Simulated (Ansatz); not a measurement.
`CCN([SiH3])P` and `[SiH3]NP` differ in one atom or group.

Ansatz, PBE0-D4/def2-TZVP geometries, multiplicity 1. Each molecule was computed in one conformer, which needn't be the lowest.

```tsv
property	`CCN([SiH3])P`
size of the dipole moment (PBE/def2-TZVPP) / D	1.58
LUMO energy (PBE/def2-TZVPP) / eV	-0.82
LUMO energy (B3LYP/def2-TZVPP) / eV	-0.11
HOMO energy (PBE0/def2-TZVPP) / eV	-7.09
HOMO energy (ωB97M-V/def2-TZVPP) / eV	-9.34
LUMO energy (PBE0/def2-TZVPP) / eV	0.07
```

(1) What does the change do to each property? (Estimate.)

Answers

(1) Computed: 
```
                                      property  `[SiH3]NP`  shift
size of the dipole moment (PBE/def2-TZVPP) / D        0.72  -0.86
             LUMO energy (PBE/def2-TZVPP) / eV       -1.08  -0.26
           LUMO energy (B3LYP/def2-TZVPP) / eV       -0.42  -0.31
            HOMO energy (PBE0/def2-TZVPP) / eV       -7.37  -0.28
         HOMO energy (ωB97M-V/def2-TZVPP) / eV       -9.57  -0.23
            LUMO energy (PBE0/def2-TZVPP) / eV       -0.20  -0.27
```

Dipoles are sizes alone; their direction can turn.

B3LYP here is the variant with VWN-RPA as its local correlation; programs differ in this.
